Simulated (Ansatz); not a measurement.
Reaction (hydrogenolysis of the Si–Cl bond): `Cl[SiH2][GeH3]` + H₂ → `[SiH3][GeH3]` + HCl

Isolated molecules relaxed with PBE0-D4/def2-TZVP in Ansatz; ΔE leaves out vibrations. CCSD(T)/CBS is the MP2 limit (def2-TZVPP, def2-QZVPP) plus CCSD(T) − MP2 in def2-TZVPP, frozen cores. This one scheme is used for every species. DFT in def2-TZVPP. B3LYP here is the variant with VWN-RPA as its local correlation; programs differ in this. For Ge outer-core shells are correlated without core-valence functions, which leaves a few kJ/mol of doubt a bond. Scalar relativity is left out up to krypton.

```
             level  ΔE (kcal/mol)  difference from CCSD(T)/CBS
            B97M-V           16.2                         -0.6
          B3LYP-D4           16.6                         -0.2
            r2SCAN           17.3                          0.5
           r2SCAN0           16.8                          0.0
           LC-ωPBE           15.1                         -1.7
SCS-MP2/def2-TZVPP           16.4                         -0.4
   CCSD/def2-TZVPP           14.5                         -2.3
CCSD(T)/def2-TZVPP           15.2                         -1.6
     HF/def2-QZVPP           14.0                         -2.8
     MP2/CBS(def2)           19.3                          2.5
       CCSD(T)/CBS           16.8                            0
```

Largest T1 diagnostic among the species: 0.012.

In def2-TZVPP, CCSD(T) changes the Hartree–Fock value by +1.3 kcal/mol (the triples alone add +0.7 kcal/mol) and MP2 by +3.8 kcal/mol. At CCSD(T), def2-SVP lies −4.9 kcal/mol from the extrapolated value and def2-TZVPP −1.6 kcal/mol.
